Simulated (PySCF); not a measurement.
Species: C₁₁H₉Cl.
Numbering: `[CH:1]#[C:2][c:3]1[c:4]([Cl:5])[cH:6][cH:7][cH:8][c:9]1[CH:10]1[CH2:11][CH2:12]1` (hydrogens: H13 on C1; H14 on C6; H15 on C7; H16 on C8; H17 on C10; H18, H19 on C11; H20, H21 on C12)

Geometry (PBE0-D3(BJ)/def2-SVP, Å), atoms numbered from 1 in this order:
```
atom  x, y, z in Å
C1     0.9867    2.9922    0.7164
C2     0.9914    1.8195    0.4054
C3     0.9722    0.4403    0.0456
C4     2.1511   -0.2154   -0.3557
Cl5    3.6420    0.6555   -0.4100
C6     2.1437   -1.5596   -0.7178
C7     0.9470   -2.2663   -0.6742
C8    -0.2305   -1.6376   -0.2739
C9    -0.2421   -0.2899    0.0844
C10   -1.4831    0.4149    0.5030
C11   -2.8560   -0.1259    0.2443
C12   -2.3726    1.0611   -0.5295
H13    0.9964    4.0322    0.9850
H14    3.0756   -2.0357   -1.0254
H15    0.9349   -3.3234   -0.9491
H16   -1.1586   -2.2094   -0.2261
H17   -1.3594    0.9962    1.4227
H18   -3.6105    0.0264    1.0200
H19   -2.9584   -1.0725   -0.2918
H20   -2.1064    0.9074   -1.5786
H21   -2.7814    2.0491   -0.3047
```

Method used: PySCF, PBE0-D3(BJ)/def2-SVP geometry optimisation, gas phase.

Take the most abundant isotopes and a rigid rotor. The values belong to one conformer with, in the numbering `[CH:1]#[C:2][c:3]1[c:4]([Cl:5])[cH:6][cH:7][cH:8][c:9]1[CH:10]1[CH2:11][CH2:12]1`, C8–C9–C10–C11 -16°.

(1) What are A, B and C (cm⁻¹)?

(2) What kind of rotor is it?

(3) Is it planar, by Δ = Ic − Ia − Ib?

(4) List the rotational levels J(Ka,Kc) to J = 5 (cm⁻¹).

(5) Predict some low-J microwave lines.

(6) Estimate the classical rotational partition function at 25 K, 50 K and 298.15 K.

## Answers

(1) Ia = 379.38, Ib = 790.66, Ic = 1130.87 u·Å²; 505379 MHz·u·Å²/I gives 1332, 639.2 and 446.9 MHz, that is A = 0.04444, B = 0.02132, C = 0.01491 cm⁻¹.

(2) An asymmetric top. Ray's parameter κ = (2B − A − C)/(A − C) = -0.566; −1 is the prolate and +1 the oblate limit.

(3) Not planar: Δ = Ic − Ia − Ib = -39.17 u·Å². For a rigid frame Δ = −2 Σ m c², so Σ m c² = 19.58 u·Å² lies off the ab plane: 6.26 from hydrogen and 13.32 from heavier atoms. The atom farthest from that plane is 1.82 Å away.

(4) Above 0(0,0):
J = 1: 1(0,1) 0.0362, 1(1,1) 0.0593, 1(1,0) 0.0658
J = 2: 2(0,2) 0.1075, 2(1,2) 0.1254, 2(1,1) 0.1446, 2(2,1) 0.2140, 2(2,0) 0.2151
J = 3: 3(0,3) 0.2118, 3(1,3) 0.2238, 3(1,2) 0.2621, 3(2,2) 0.3227, 3(2,1) 0.3282, 3(3,1) 0.4549, 3(3,0) 0.4551
J = 4: 4(0,4) 0.3469, 4(1,4) 0.3539, 4(1,3) 0.4171, 4(2,3) 0.4667, 4(2,2) 0.4821, 4(3,2) 0.6018, 4(3,1) 0.6027, 4(4,1) 0.7843, 4(4,0) 0.7843
J = 5: 5(0,5) 0.5114, 5(1,5) 0.5151, 5(1,4) 0.6078, 5(2,4) 0.6452, 5(2,3) 0.6771, 5(3,3) 0.7857, 5(3,2) 0.7893, 5(4,2) 0.9680, 5(4,1) 0.9681, 5(5,1) 1.2026, 5(5,0) 1.2026
The levels of one J sum to (2J + 1)J(J + 1)(A + B + C)/3.

(5) The dipole components are |μa| = 1.69 D, |μb| = 0.66 D, |μc| = 0.01 D. The squared components, which scale the intensities, stand as 1.00 : 0.15 : 0.00 (a : b : c). Some lines, for components of 0.1 D or more:

```csv
type,branch,"J(Ka,Kc)",MHz,lower level (cm⁻¹)
a,Q,"2(1,1) ← 2(1,2)",577,0.125
a,R,"1(0,1) ← 0(0,0)",1086,0.000
b,Q,"2(1,1) ← 2(0,2)",1112,0.108
a,Q,"3(1,2) ← 3(1,3)",1150,0.224
b,R,"3(1,2) ← 2(2,1)",1444,0.214
b,R,"2(0,2) ← 1(1,1)",1444,0.059
b,R,"1(1,1) ← 0(0,0)",1779,0.000
a,R,"2(1,2) ← 1(1,1)",1980,0.059
b,Q,"2(2,0) ← 2(1,1)",2114,0.145
a,R,"2(0,2) ← 1(0,1)",2137,0.036
a,R,"2(1,1) ← 1(1,0)",2364,0.066
b,R,"3(0,3) ← 2(1,2)",2591,0.125
b,Q,"2(2,1) ← 2(1,2)",2656,0.125
b,Q,"3(2,2) ← 3(1,3)",2964,0.224
a,R,"3(2,2) ← 2(2,1)",3258,0.214
a,R,"3(2,1) ← 2(2,0)",3390,0.215
b,R,"3(1,3) ← 2(0,2)",3485,0.108
a,R,"3(1,2) ← 2(1,1)",3523,0.145
b,Q,"3(3,1) ← 3(2,2)",3966,0.323
b,R,"2(2,1) ← 1(1,0)",4443,0.066
b,R,"3(2,2) ← 2(1,1)",5337,0.145
b,R,"3(2,1) ← 2(1,2)",6081,0.125
b,R,"3(3,1) ← 2(2,0)",7189,0.215
b,R,"3(3,0) ← 2(2,1)",7228,0.214
```

(6) Point group C1, symmetry number σ = 1; q = (√π/σ)·√((kT/h)³/(ABC)), k/h = 20836.6 MHz/K: 34200 at 25 K, 96600 at 50 K, 1410000 at 298.15 K.

Not checked by PBE0-D3(BJ)/def2-SVP frequencies. No vibrational averaging or centrifugal distortion is included, and the geometry carries the error of its method. Quadrupole hyperfine structure (35Cl) is left out.

Cost: about 9 min of CPU time on one thread; the machine was shared, so the figure is rough. These figures are those of the optimisation.
